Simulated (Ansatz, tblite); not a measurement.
Forces on SiTe4 at its r2SCAN-D4/def2-SVP geometry. Total charge 0; singlet.

In the def2 sets Te takes a core potential; there is no spin–orbit coupling. The xTB rows come from tblite. The structure comes from a short search, and lower isomers may exist.

GFN1-xTB (tblite), largest force 0.85 eV/Å:

```xyz
5
positions Å, forces eV/Å
Si    0.121    0.029   -2.166   -0.024   -0.005    0.461
Te   -1.348    0.458    1.743   -0.210   -0.329   -0.750
Te    1.983    0.544   -0.607   -0.539   -0.427    0.463
Te   -1.903   -0.524   -0.838    0.482    0.412    0.536
Te    1.146   -0.507    1.869    0.290    0.348   -0.711
```

GFN2-xTB (tblite), largest force 0.92 eV/Å:

```
Si 0.034 0.008 -0.566
Te -0.269 -0.199 -0.587
Te 0.269 -0.132 0.864
Te -0.365 0.109 0.835
Te 0.332 0.214 -0.546
```

r2SCAN-D4/def2-TZVP (Ansatz), largest force 0.28 eV/Å:

```
Si -0.007 -0.001 0.133
Te 0.170 -0.152 -0.159
Te -0.214 -0.118 0.085
Te 0.203 0.115 0.113
Te -0.152 0.157 -0.173
```
